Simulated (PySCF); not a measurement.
Rows and methods have been separated. Pair them.

C₅H₃ClOS.
SMILES: `c1cc(cs1)C(=O)Cl`

The closed-shell ground state was solved 3 times with PySCF (density fitting, gas phase), always in the pcSseg-1 basis (165 functions), with these functionals: B97-2, BP86 and LC-wPBE. Geometry: PBE0-D3(BJ)/def2-SVP, one conformer, isolated molecule.

| row | total energy (Eh) | HOMO (eV) | LUMO (eV) | dipole (D) |
| --- | --- | --- | --- | --- |
| P | -1125.8508 | -7.53 | -2.12 | 3.61 |
| Q | -1125.9874 | -6.82 | -3.01 | 3.59 |
| R | -1125.4524 | -10.36 | 0.05 | 3.44 |

Q: Which functional belongs to which row?

A: P = B97-2, Q = BP86, R = LC-wPBE. By rising HOMO–LUMO gap: BP86 (GGA) 3.81 eV; B97-2 (global hybrid, 21 % exact exchange) 5.41 eV; LC-wPBE (range-separated hybrid) 10.41 eV. Total energies of different functionals aren't bounds to one another; each is stationary for its own functional.

Conformer computed: `[O:1]=[C:2]([Cl:3])[c:4]1[cH:5][cH:6][s:7][cH:8]1`: O1–C2–C4–C5 0°.
